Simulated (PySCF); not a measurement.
Molfile (atoms numbered from 1):
```
C6H12O
     RDKit          3D

 19 18  0  0  0  0  0  0  0  0999 V2000
   -2.0207    1.4085   -0.7326 C   0  0  0  0  0  0  0  0  0  0  0  0
   -1.4398    0.3695   -0.1548 C   0  0  0  0  0  0  0  0  0  0  0  0
   -2.0409   -1.0031   -0.1973 C   0  0  0  0  0  0  0  0  0  0  0  0
   -0.1344    0.4982    0.5815 C   0  0  0  0  0  0  0  0  0  0  0  0
    0.9906   -0.3055   -0.0764 C   0  0  0  0  0  0  0  0  0  0  0  0
    2.3302   -0.0626    0.6200 C   0  0  0  0  0  0  0  0  0  0  0  0
    3.3697   -0.8512    0.0902 O   0  0  0  0  0  0  0  0  0  0  0  0
   -1.5865    2.3938   -0.7062 H   0  0  0  0  0  0  0  0  0  0  0  0
   -2.9590    1.3180   -1.2537 H   0  0  0  0  0  0  0  0  0  0  0  0
   -3.0770   -0.9621   -0.5228 H   0  0  0  0  0  0  0  0  0  0  0  0
   -1.4909   -1.6352   -0.8939 H   0  0  0  0  0  0  0  0  0  0  0  0
   -1.9973   -1.4706    0.7847 H   0  0  0  0  0  0  0  0  0  0  0  0
   -0.2633    0.1478    1.6095 H   0  0  0  0  0  0  0  0  0  0  0  0
    0.1585    1.5495    0.6208 H   0  0  0  0  0  0  0  0  0  0  0  0
    1.0730   -0.0163   -1.1285 H   0  0  0  0  0  0  0  0  0  0  0  0
    0.7685   -1.3730   -0.0352 H   0  0  0  0  0  0  0  0  0  0  0  0
    2.2637   -0.3429    1.6741 H   0  0  0  0  0  0  0  0  0  0  0  0
    2.5911    1.0052    0.5636 H   0  0  0  0  0  0  0  0  0  0  0  0
    3.4548   -0.6587   -0.8503 H   0  0  0  0  0  0  0  0  0  0  0  0
  1  2  2  0
  2  3  1  0
  2  4  1  0
  4  5  1  0
  5  6  1  0
  6  7  1  0
  1  8  1  0
  1  9  1  0
  3 10  1  0
  3 11  1  0
  3 12  1  0
  4 13  1  0
  4 14  1  0
  5 15  1  0
  5 16  1  0
  6 17  1  0
  6 18  1  0
  7 19  1  0
M  END
```

Geometry: GFN2-xTB; GIAO shifts from PySCF, gas phase, non-relativistic, averaged over equivalent atoms.

At B97-D/MINI (47 basis functions, 14 s wall time on 1 thread of an Arm Neoverse N1, shared host):
```csv
atoms,δ (ppm)
C2,107.0
C1,102.6
C6,60.4
C4,36.5
C5,30.2
C3,29.3
O7,31.3
H8,5.44
H9,5.39
H17/H18,3.18
H13/H14,2.01
H10/H11/H12,1.82
H15/H16,1.34
H19,-0.67
```

Scale: 13C (217.34 ppm), 1H (30.74 ppm) against TMS; 17O (363.14 ppm) vs H2O (reference shieldings calculated alike).

Problem. Predict the values at PBE0/pcSseg-1 on the same geometry.

Solution. 
```
      atoms  δ at PBE0/pcSseg-1  change
         C2               154.9   +47.9
         C1               116.6   +14.0
         C6                69.6    +9.2
         C4                39.9    +3.4
         C5                39.4    +9.2
         C3                24.5    -4.8
         O7                45.9   +14.6
         H8                5.09   -0.35
         H9                5.01   -0.38
    H17/H18                3.85   +0.67
    H13/H14                1.90   -0.11
H10/H11/H12                1.88   +0.06
    H15/H16                1.55   +0.21
        H19                0.10   +0.77
```

Shifts are taken against calculated references (same method and geometry level): 13C (σ = 186.93 ppm), 1H (σ = 31.72 ppm) vs TMS; 17O (σ = 336.08 ppm) against H2O.

The largest change is at C2 (fully substituted alkene carbon). Cost: 179 basis functions, 52 s wall time on 1 thread of an Arm Neoverse N1, shared host. The order of the carbon signals is the same at both levels.

Experimental scales use liquid or dissolved standards, which lie at an offset from isolated H2O (liquid H2O: subtract about 36 ppm).
